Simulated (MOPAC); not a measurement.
Input for MOPAC: PM7 on C3H10N (SMILES CC[NH2+]C). Charge +1.

```
PM7 1SCF PRECISE CHARGE=1 THREADS=1
C3H10N

C      1.57167573 1     0.42344104 1     0.13523034 1
C      0.57966258 1    -0.65194194 1     0.52178023 1
N     -0.65615787 1    -0.63699768 1    -0.36471683 1
C     -1.51719237 1     0.58730485 1    -0.25001313 1
H      2.46625705 1     0.30004419 1     0.74509726 1
H      1.19213842 1     1.42806006 1     0.31506636 1
H      1.87573293 1     0.33571410 1    -0.90987827 1
H      0.21770209 1    -0.53705535 1     1.54256753 1
H      1.00618101 1    -1.64865105 1     0.41502960 1
H     -1.22170429 1    -1.45917862 1    -0.14469540 1
H     -0.36050884 1    -0.74891689 1    -1.33743841 1
H     -0.95052579 1     1.44920072 1    -0.58596772 1
H     -1.80557006 1     0.70598802 1     0.79106874 1
H     -2.39769058 1     0.45298856 1    -0.87313031 1
```

It printed:

```
*******************************************************************************
 **                                                                           **
 **                              MOPAC v23.2.5                                **
 **                                                                           **
 *******************************************************************************
 ** MOPAC's Digital Object Identifier: https://doi.org/10.5281/zenodo.6511958 **
 **                                                                           **
 ** Please cite the open-source release paper for use of this MOPAC version:  **
 ** J. E. Moussa and J. J. P. Stewart (2026)                                  **
 ** MOPAC: An open-source semiempirical molecular orbital program             **
 ** J. Open Source Softw., 11(119), 8025, https://doi.org/10.21105/joss.08025 **
 *******************************************************************************

                              PM7 CALCULATION RESULTS

 *******************************************************************************
 *  PM7        - The PM7 Hamiltonian to be used
 *
 *
 *
 *                 CHARGE ON SYSTEM = +1
 *
 *
 *
 *  PRECISE    - TIGHTER CRITERIA TO BE USED
 *  1SCF       - DO 1 SCF AND THEN STOP
 *  THREADS=1  - MULTI-THREADING NOT USED
 *  T=         - A TIME OF 172800.0 SECONDS REQUESTED
 *  DUMP=N     - RESTART FILE WRITTEN EVERY 7200.0 SECONDS REQUESTED
 *******************************************************************************
PM7 1SCF PRECISE CHARGE=1 THREADS=1
 C3H10N

   ATOM   CHEMICAL          X               Y               Z
  NUMBER   SYMBOL      (ANGSTROMS)     (ANGSTROMS)     (ANGSTROMS)

     1       C          1.57167573  *   0.42344104  *   0.13523034  *
     2       C          0.57966258  *  -0.65194194  *   0.52178023  *
     3       N         -0.65615787  *  -0.63699768  *  -0.36471683  *
     4       C         -1.51719237  *   0.58730485  *  -0.25001313  *
     5       H          2.46625705  *   0.30004419  *   0.74509726  *
     6       H          1.19213842  *   1.42806006  *   0.31506636  *
     7       H          1.87573293  *   0.33571410  *  -0.90987827  *
     8       H          0.21770209  *  -0.53705535  *   1.54256753  *
     9       H          1.00618101  *  -1.64865105  *   0.41502960  *
    10       H         -1.22170429  *  -1.45917862  *  -0.14469540  *
    11       H         -0.36050884  *  -0.74891689  *  -1.33743841  *
    12       H         -0.95052579  *   1.44920072  *  -0.58596772  *
    13       H         -1.80557006  *   0.70598802  *   0.79106874  *
    14       H         -2.39769058  *   0.45298856  *  -0.87313031  *



          CARTESIAN COORDINATES

    NO.       ATOM           X           Y           Z

     1         C          1.5717      0.4234      0.1352
     2         C          0.5797     -0.6519      0.5218
     3         N         -0.6562     -0.6370     -0.3647
     4         C         -1.5172      0.5873     -0.2500
     5         H          2.4663      0.3000      0.7451
     6         H          1.1921      1.4281      0.3151
     7         H          1.8757      0.3357     -0.9099
     8         H          0.2177     -0.5371      1.5426
     9         H          1.0062     -1.6487      0.4150
    10         H         -1.2217     -1.4592     -0.1447
    11         H         -0.3605     -0.7489     -1.3374
    12         H         -0.9505      1.4492     -0.5860
    13         H         -1.8056      0.7060      0.7911
    14         H         -2.3977      0.4530     -0.8731

 General Reference for PM7:
 "Optimization of Parameters for Semiempirical Methods VI: More Modifications to the
 NDDO Approximations and Re-optimization of Parameters", J. J. P. Stewart, J. Mol. Mod., 1:32, 19 (2013)
 https://link.springer.com/article/10.1007/s00894-012-1667-x

           Empirical Formula: C3 H10 N  =    14 atoms



      MOLECULAR POINT GROUP   :   C1


      RHF CALCULATION, NO. OF DOUBLY OCCUPIED LEVELS = 13


 -------------------------------------------------------------------------------
 PM7 1SCF PRECISE CHARGE=1 THREADS=1
 C3H10N



     1SCF WAS SPECIFIED, SO BFGS WAS NOT USED
     SCF FIELD WAS ACHIEVED


                              PM7 CALCULATION
                                                       MOPAC v23.2.5 Linux




          FINAL HEAT OF FORMATION =        139.29473 KCAL/MOL =     582.80916 KJ/MOL


          COSMO AREA              =        113.15 SQUARE ANGSTROMS
          COSMO VOLUME            =         98.92 CUBIC ANGSTROMS

          IONIZATION POTENTIAL    =         17.341582 EV
          HOMO LUMO ENERGIES (EV) =        -17.342 -4.315
          NO. OF FILLED LEVELS    =         13
          MOLECULAR WEIGHT        =         60.1187         POINT GROUP:  C1

          MOLECULAR DIMENSIONS (Angstroms)

            Atom       Atom       Distance
            H    14    H     5     5.12836
            H     9    H     6     3.08349
            H     7    H     8     2.80229


          SCF CALCULATIONS        =          1





   ATOM   CHEMICAL          X               Y               Z
  NUMBER   SYMBOL      (ANGSTROMS)     (ANGSTROMS)     (ANGSTROMS)

     1       C          1.57167573  *   0.42344104  *   0.13523034  *
     2       C          0.57966258  *  -0.65194194  *   0.52178023  *
     3       N         -0.65615787  *  -0.63699768  *  -0.36471683  *
     4       C         -1.51719237  *   0.58730485  *  -0.25001313  *
     5       H          2.46625705  *   0.30004419  *   0.74509726  *
     6       H          1.19213842  *   1.42806006  *   0.31506636  *
     7       H          1.87573293  *   0.33571410  *  -0.90987827  *
     8       H          0.21770209  *  -0.53705535  *   1.54256753  *
     9       H          1.00618101  *  -1.64865105  *   0.41502960  *
    10       H         -1.22170429  *  -1.45917862  *  -0.14469540  *
    11       H         -0.36050884  *  -0.74891689  *  -1.33743841  *
    12       H         -0.95052579  *   1.44920072  *  -0.58596772  *
    13       H         -1.80557006  *   0.70598802  *   0.79106874  *
    14       H         -2.39769058  *   0.45298856  *  -0.87313031  *

                             CARTESIAN COORDINATES

   1    C        1.571675730     0.423441040     0.135230340
   2    C        0.579662580    -0.651941940     0.521780230
   3    N       -0.656157870    -0.636997680    -0.364716830
   4    C       -1.517192370     0.587304850    -0.250013130
   5    H        2.466257050     0.300044190     0.745097260
   6    H        1.192138420     1.428060060     0.315066360
   7    H        1.875732930     0.335714100    -0.909878270
   8    H        0.217702090    -0.537055350     1.542567530
   9    H        1.006181010    -1.648651050     0.415029600
  10    H       -1.221704290    -1.459178620    -0.144695400
  11    H       -0.360508840    -0.748916890    -1.337438410
  12    H       -0.950525790     1.449200720    -0.585967720
  13    H       -1.805570060     0.705988020     0.791068740
  14    H       -2.397690580     0.452988560    -0.873130310


           Empirical Formula: C3 H10 N  =    14 atoms



      MOLECULAR POINT GROUP   :   C1


                  EIGENVALUES
 -44.17441 -32.30616 -30.23574 -26.92827 -24.43576 -23.34355 -21.68659 -20.19093
 -19.23638 -19.15170 -18.46218 -17.86847 -17.34158  -4.31543  -2.37021  -1.45864
  -1.21297  -0.66450  -0.04818   0.01572   0.11716   0.52363   0.85520   1.08838
   1.15226   2.30652


              NET ATOMIC CHARGES AND DIPOLE CONTRIBUTIONS

  ATOM NO.   TYPE          CHARGE      No. of ELECS.   s-Pop       p-Pop
    1          C          -0.462237        4.4622     1.05256     3.40968
    2          C          -0.136306        4.1363     1.08725     3.04905
    3          N          -0.142952        5.1430     1.49339     3.64956
    4          C          -0.317841        4.3178     1.08095     3.23689
    5          H           0.201787        0.7982     0.79821
    6          H           0.175931        0.8241     0.82407
    7          H           0.173750        0.8263     0.82625
    8          H           0.178731        0.8213     0.82127
    9          H           0.176382        0.8236     0.82362
   10          H           0.286554        0.7134     0.71345
   11          H           0.286441        0.7136     0.71356
   12          H           0.194427        0.8056     0.80557
   13          H           0.193312        0.8067     0.80669
   14          H           0.192021        0.8080     0.80798
 DIPOLE           X         Y         Z       TOTAL
 POINT-CHG.    -1.929    -1.319    -0.741     2.451
 HYBRID        -0.224    -0.484    -0.341     0.633
 SUM           -2.153    -1.802    -1.082     3.009


          ATOMIC ORBITAL ELECTRON POPULATIONS

     Atom    s        px        py        pz
    1  C   1.05256   1.11786   1.09368   1.19814
    2  C   1.08725   0.87900   1.13769   1.03236
    3  N   1.49339   1.20403   1.20551   1.24001
    4  C   1.08095   1.06802   0.94709   1.22177
    5  H   0.79821
    6  H   0.82407
    7  H   0.82625
    8  H   0.82127
    9  H   0.82362
   10  H   0.71345
   11  H   0.71356
   12  H   0.80557
   13  H   0.80669
   14  H   0.80798

 **********************
 *                    *
 * JOB ENDED NORMALLY *
 *                    *
 **********************




 == MOPAC DONE ==
```

The run finished.

Cost: roughly 0.03 core-seconds.
